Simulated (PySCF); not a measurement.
Work out the structure from these simulated measurements.

Formula: C3H7Cl3O2Si.

- Rotational structure: rotational constants A, B, C: 0.935, 0.821, 0.618 GHz [PBE0-D3(BJ)/def2-SVP]
- Dipole: 1.46 D [wB97X-D/def2-SVPD]
- 13C NMR: chemical shifts (computed TMS as zero) by class: 108.7 (1 C), 53.1 (2 C) ppm [GIAO CAM-B3LYP/pcSseg-1]
- 1H NMR: chemical shifts (computed TMS as zero) by class: 4.19 (1 H), 3.77 (6 H) ppm [GIAO CAM-B3LYP/pcSseg-1]
- XPS: Si2p3/2 108.0, Cl2p3/2 206.4 (×3), C1s 292.7 (×2), C1s 294.5, O1s 538.4 (×2), Si1s 1848.1, Cl1s 2829.0 (×3) eV [ΔSCF SCAN, pcX-2 on the ionised atom, pcseg-1 elsewhere, spin-free X2C, 2p3/2 from a spin–orbit splitting computed afterwards within the 2p shell]
- Valence photoelectron: vertical ionisation energy: 10.12 eV [ΔSCF wB97X-D/def2-SVPD]
- NMR, other nuclei: isotropic shieldings of nuclei other than C and H, by class: 314 (2 O), 394 (1 Si), 543 (3 Cl) ppm [GIAO CAM-B3LYP/pcSseg-1]

Gas-phase values; electronic properties from PySCF, density fitting. Levels stand in brackets. Geometry: PBE0-D3(BJ)/def2-SVP, one conformer, isolated molecule. Each NMR value is the plain mean over a class of atoms that symmetry, rotation or inversion makes alike.

Task: What is the compound? Reason from the data.

Result: Numbering: `[CH3:1][O:2][SiH:3]([O:4][CH3:5])[C:6]([Cl:7])([Cl:8])[Cl:9]`. Its formula, C3H7Cl3O2Si, gives 0 degrees of unsaturation, so no ring and no π bond. 3 carbons fall into 2 classes; from least to most shielded: CCl3 carbon [C6] (108.7 ppm), methoxy carbon [C1/C5] (53.1 ppm, 2 C). Hydrogen classes from least to most shielded: 1 H on an oxygen-bound silicon, Si3 (4.19 ppm), 6 H on 2 methoxy carbons, C1/C5 (3.77 ppm). The other shieldings belong to: 314 ppm, silyl ether oxygen [O2/O4]; 394 ppm, oxygen-bound silicon [Si3]; 543 ppm, chlorine of a CCl3 group [Cl7/Cl8/Cl9]. The core levels belong to: Si2p3/2 108.0 eV, oxygen-bound silicon [Si3]; Cl2p3/2 206.4 eV, chlorine of a CCl3 group [Cl7/Cl8/Cl9]; C1s 292.7 eV, methoxy carbon [C1/C5]; C1s 294.5 eV, CCl3 carbon [C6]; O1s 538.4 eV, silyl ether oxygen [O2/O4]; Si1s 1848.1 eV, oxygen-bound silicon [Si3]; Cl1s 2829.0 eV, chlorine of a CCl3 group [Cl7/Cl8/Cl9]. One atom of each topological class was ionised and stands for its class. The first electron is taken from the HOMO, whose largest Löwdin shares are 0.18 on the CCl3 carbon, 0.14 on a chlorine of a CCl3 group and 0.13 on each of 2 atoms of one kind (chlorine of a CCl3 group). The optimised geometry has point group C1 and is an asymmetric top. Structure: `CO[SiH](OC)C(Cl)(Cl)Cl`. The assignments are read from this structure; whether some other isomer fits the data as well wasn't checked. NMR values of atoms bound to several Cl lack the spin–orbit term that these neighbours bring.

Shape of the structure used: `[CH3:1][O:2][SiH:3]([O:4][CH3:5])[C:6]([Cl:7])([Cl:8])[Cl:9]`: C1–O2–Si3–O4 -170°, O2–Si3–O4–C5 57°, O2–Si3–C6–Cl7 73°.
